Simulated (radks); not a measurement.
Neutral bismuth, configuration [Hg] 6p3. Method: Dirac Kohn-Sham, LDA (Slater exchange, Perdew-Wang correlation), spin-unpolarised, spherical densities, point nucleus; open shells are shared between the two j in proportion to 2j + 1; computed with a radial shooting solver on a logarithmic mesh with Libxc functionals.

Normalised radial functions P(r) = r R(r) (large component), r in bohr:

```
   r/bohr * 5p1/2, o 6s1/2, + 7s1/2 (the largest magnitude, 1.2, reaches the edge; | marks zero, & curves that meet)
 0.001004                             &o
 0.001661                             &o
  0.00275                             +*o
 0.004588                             + &
 0.007595                             |+o*
  0.01257                             +o   *
  0.02081                            o+      *
  0.03445                          o +|      *
  0.05703                           o+| *
   0.0944                    *        |+ o
   0.1575                       *     |+ o
   0.2607                        o   +|             *
   0.4316                             & *
   0.7145  *                          | +      o
    1.183           *         o     + |
    1.958           o             +*  |
    3.241                    o        *  +
    5.407                            o*        +
    8.951                             &      +
    14.82                             & +
    24.53                             &
```

5p1/2: eigenvalue -114.09 eV, 3 radial nodes at r = 0.0620, 0.184, 0.448 bohr, <r> = 0.884 bohr, 90 % of the charge inside 1.27 bohr. 6s1/2: eigenvalue -14.674 eV, 5 radial nodes at r = 0.0183, 0.0741, 0.191, 0.428, 0.985 bohr, <r> = 2.17 bohr, 90 % of the charge inside 3.18 bohr. 7s1/2 (empty): eigenvalue -0.664 eV, 6 radial nodes at r = 0.0183, 0.0741, 0.191, 0.427, 0.969, 2.65 bohr, <r> = 7.30 bohr, 90 % of the charge inside 11.1 bohr.
